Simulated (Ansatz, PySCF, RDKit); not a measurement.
Dimer: PH3 (SMILES P) (first 4 atoms) with ClH3Si (SMILES [SiH3]Cl); geometry from B3LYP-D3(BJ)/def2-TZVP, rigid monomers moved along the line of their centres of mass till P1···Cl6 is 5.08 Å.
(charge 0, multiplicity 1):
```xyz
9

P      0.11014    -0.29787     0.05659
H      1.35460    -0.92605     0.31148
H      0.32098    -0.24325    -1.34629
H      0.62145     1.00531     0.27669
Si    -0.94005    -0.72571     5.64208
Cl     0.88747     0.05873     5.06677
H     -1.64179     0.29171     6.44891
H     -0.68569    -1.93562     6.44832
H     -1.70863    -1.05545     4.42856
```

Monomers are frozen at their geometry in the pair; levels with a basis set take the counterpoise correction. Rows marked so take none.

Rows in LANL2DZ carry no dispersion term and start afresh at each structure. LANL2DZ brings its own core potentials from Na on.

Programs: Ansatz (a first-principles code); PySCF for LANL2DZ rows; RDKit for the force fields. Each number belongs to the level named beside it.

### Question
What interaction energy does MMFF94 give?

### Answer
-0.5 kcal/mol
